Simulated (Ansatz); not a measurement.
`[SH][In]([Cl])[Cl]` + H₂S → `[SH][In]([SH])[Cl]` + HCl at 700 K and 1 bar (ligand exchange at the In–Cl bond).

Program: Ansatz. Geometries: PBE0-D4/def2-TZVP. ΔE: electronic, gas phase. CCSD(T)/CBS is the MP2 limit (def2-TZVPP, def2-QZVPP) plus CCSD(T) − MP2 in def2-TZVPP, frozen cores. This one scheme is used for every species. def2 core potentials past Kr. For In outer-core shells are correlated without core-valence functions, which leaves a few kJ/mol of doubt a bond. Each species was taken in one conformer, which may not be the lowest.

| species | CCSD(T)/CBS energy (Eh) | H − E (kJ/mol) | S (J/(mol·K)) |
| --- | --- | --- | --- |
| `[SH][In]([Cl])[Cl]` | -1507.88474 | 88.1 | 446.1 |
| H₂S | -398.97279 | 64.8 | 236.9 |
| `[SH][In]([SH])[Cl]` | -1446.46858 | 117.1 | 469.2 |
| HCl | -460.38127 | 38.4 | 211.8 |

H − E and S are ideal-gas, rigid-rotor, harmonic terms from PBE0-D4/def2-TZVP, for one conformer and one mirror image of each species. 1 Eh = 2625.50 kJ/mol, R = 8.31446 J/(mol·K).

Task: By hand: ΔE, ΔH, ΔS and ΔG.

Result: ΔE = (-1446.46858) + (-460.38127) − (-1507.88474) − (-398.97279) = 0.00768 Eh = 20.2 kJ/mol. Δ(H − E) = 117.1 + 38.4 − 88.1 − 64.8 = 2.6, so ΔH = 22.8 kJ/mol. ΔS = 469.2 + 211.8 − 446.1 − 236.9 = -2.0 J/(mol·K). ΔG = 22.8 − 700 × (-2.0)/1000 = 24.2 kJ/mol.

Task: By hand: the equilibrium constant, and the temperature at which ΔG would vanish if ΔH and ΔS stayed fixed.

Result: log₁₀ K = −ΔG/(RT ln 10) = -1.8. ΔH and −TΔS have one sign here, so there is no such temperature.

The number of gas molecules stays the same, so ΔS is small and ΔH decides. A doubt of 5 kJ/mol in ΔE shifts log₁₀ K by 0.4 here. Other conformers and mirror images would add mixing entropy, several J/(mol·K) or more a flexible species. These are equilibria of isolated gas molecules and say nothing of rates. Largest T1 diagnostic: 0.013 (customary marks: 0.02 for closed shells, 0.045 for open ones).

ΔS is within the doubt of such terms, so its sign, and with it that verdict, could turn.
